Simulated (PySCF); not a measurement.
**Polarisability and C₆ of Ga⁺ (gallium, charge +1)**

[Ar] 3d10 4s2, closed-shell 1S. Computed with PySCF 2.14 in x2c-QZVPPall with one added diffuse shell each of s, p, d, f type (12s8p6d5f1g, 110 functions), with the spin-free X2C one-electron Hamiltonian (Gaussian nucleus). Coupled (time-dependent) response in atomic units; α is the mean over directions.

| method | mean α (bohr³) | C₆ (like pair) | S(−4) |
| --- | --- | --- | --- |
| LC-wPBE | 18.62 | 96.17 | 168.1 |

S(−4) is the Cauchy moment in α(ω) = α(0) + S(−4) ω² + …

α(iu) at LC-wPBE:

```csv
u (hartree),α(iu) (bohr³)
0,18.62
0.0500,18.21
0.100,17.09
0.200,13.81
0.300,10.64
0.500,6.495
0.750,4.028
1.00,2.824
1.50,1.712
2.00,1.202
3.00,0.7259
5.00,0.3751
```

A single London oscillator, α(iu) = α/(1 + u²/ω²), gives C₆ = (3/4) ω α². Matching the computed C₆ needs ω = 4 × 96.17 / (3 × 18.62²) = 0.370 hartree.

For an ion, C₆ is the dispersion term alone; charge-induced terms of lower order in 1/R come first.
